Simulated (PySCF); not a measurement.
One formula, C4H4FNO2, several structures.

PySCF, wB97X-D/def2-SVPD, density fitting, gas phase; each molecule at its own GFN2-xTB geometry, one conformer. Singlet excitations by full TDDFT with frozen cores and triplets by Tamm–Dancoff TDDFT. 

Torsions of the conformers computed, which needn't be the lowest (atom-mapped SMILES):
- `[CH2:1]=[N:2]/[C:3]([F:4])=[CH:5]/[O:6][CH:7]=[O:8]`: C1–N2–C3–F4 0°, C3–C5–O6–C7 180°, C5–O6–C7–O8 0°
- `[CH2:1]=[N:2]/[C:3]([F:4])=[CH:5]\[O:6][CH:7]=[O:8]`: C1–N2–C3–F4 0°, C3–C5–O6–C7 180°, C5–O6–C7–O8 0°
- `[O:1]=[CH:2][C:3](=[O:4])[NH:5]/[CH:6]=[CH:7]/[F:8]`: O1–C2–C3–O4 180°, C2–C3–N5–C6 180°, C3–N5–C6–C7 180°
- `[N:1]#[C:2][C@@:3]1([CH2:4][OH:5])[O:6][C@H:7]1[F:8]`: C2–C3–C4–O5 -93°, H–O5–C4–C3 171°
- `[O:1]=[CH:2][C:3](=[O:4])[NH:5]/[CH:6]=[CH:7]\[F:8]`: O1–C2–C3–O4 180°, C2–C3–N5–C6 180°, C3–N5–C6–C7 180°

The conformers of `N#C[C@@H]1CO[C@H](F)O1` and `N#C[C@@H]1CO[C@@H](F)O1` aren't listed.

Reference: `C=N/C(F)=C/OC=O`, with HOMO energy -9.03 eV, LUMO energy -0.18 eV, lowest singlet excitation 4.75 eV, lowest triplet excitation 3.06 eV and mean polarisability 74.5 au.

Changes against it:

| molecule | Δ electronic energy (kcal/mol) | Δ HOMO energy (eV) | Δ LUMO energy (eV) | Δ lowest singlet excitation (eV) | Δ lowest triplet excitation (eV) | Δ mean polarisability (au) |
| --- | --- | --- | --- | --- | --- | --- |
| N#C[C@@H]1CO[C@H](F)O1 | -10.8 | -2.13 | +1.57 | +2.70 | +3.35 | -18.9 |
| N#C[C@@]1(CO)O[C@H]1F | +16.2 | -1.94 | +1.36 | +2.43 | +3.00 | -16.7 |
| N#C[C@@H]1CO[C@@H](F)O1 | -11.2 | -2.18 | +1.61 | +2.76 | +3.40 | -18.6 |
| O=CC(=O)N/C=C\F | -18.8 | +0.05 | -0.80 | -1.39 | -0.21 | -6.8 |

Rows whose labels were lost:

| row | Δ electronic energy (kcal/mol) | Δ HOMO energy (eV) | Δ LUMO energy (eV) | Δ lowest singlet excitation (eV) | Δ lowest triplet excitation (eV) | Δ mean polarisability (au) |
| --- | --- | --- | --- | --- | --- | --- |
| P | -15.9 | +0.12 | -0.83 | -1.38 | -0.19 | -6.4 |
| Q | +1.8 | +0.03 | -0.09 | -0.17 | -0.12 | -0.5 |

Question: Which row belongs to which of `C=N/C(F)=C\OC=O` and `O=CC(=O)N/C=C/F`?

Answer: P = `O=CC(=O)N/C=C/F` and Q = `C=N/C(F)=C\OC=O`. P and Q are told apart most clearly by the electronic energy (-15.9 against +1.8 kcal/mol); P comes close to the labelled row of `O=CC(=O)N/C=C\F` in every column.

Question: Which row has the smallest HOMO–LUMO gap and which the largest, and does the HOMO or the LUMO shift more there?

Answer: Smallest, counted from the reference: P, -0.95 eV (HOMO +0.12, LUMO -0.83), the larger shift being that of the LUMO. Largest: `N#C[C@@H]1CO[C@@H](F)O1`, +3.79 eV (HOMO -2.18, LUMO +1.61), the larger shift being that of the HOMO.

wB97X-D is run here without its empirical dispersion term; that term would change no orbital, density or response property at a fixed geometry.
